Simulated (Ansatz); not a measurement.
Q: Predict a relaxed structure of the cluster ZnCu3, charge 0, doublet, at B3LYP-D4/def2-SVP (Ansatz).

A: 
Cartesian coordinates in Å:
```
Cu 0.022 0.927 0.806
Cu -0.008 -0.891 -0.847
Cu 0.511 1.314 -1.455
Zn -0.525 -1.351 1.495
```
Point group C2v (tolerance 0.1 Å). This is one stationary point.

The structure comes from a short search, and lower isomers may exist.
